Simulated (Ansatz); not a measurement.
Molecule: KF, net charge 0, singlet state. SMILES: [F][K]
Geometry from a B3LYP-D3(BJ)/def2-TZVP (Ansatz, a quantum-chemistry and plane-wave program) optimisation:
```
K
F 1 2.2019
```
Charge 0, spin multiplicity 1.

Property: size of the dipole moment, in D. Conventions: 6-311+G** with 5d; LANL2DZ with its own core potentials from Na on; spin-orbit terms left out; six Cartesian d functions in 6-31G* and its kin unless marked 5d; non-relativistic. First-principles rows: single points at B3LYP-D3(BJ) geometries (Ansatz).

```csv
level,program,size of the dipole moment (D)
B3LYP/STO-3G,Ansatz,4.15
B3LYP/3-21G,Ansatz,6.89
B3LYP/LANL2DZ,Ansatz,9.08
B3LYP/6-31G,Ansatz,7.38
B3LYP/6-31G*,Ansatz,7.64
B3LYP/def2-SVP,Ansatz,7.90
B3LYP/6-31G* with LANL2DZ past Ar,Ansatz,7.94
B3LYP/6-311+G**,Ansatz,8.73
```

No value to compare with is used here. The 8 habitual levels span 4.15 (B3LYP/STO-3G) to 9.08 D (B3LYP/LANL2DZ).

The sets are all those run for this method; runs whose electronic state is in doubt are left out.
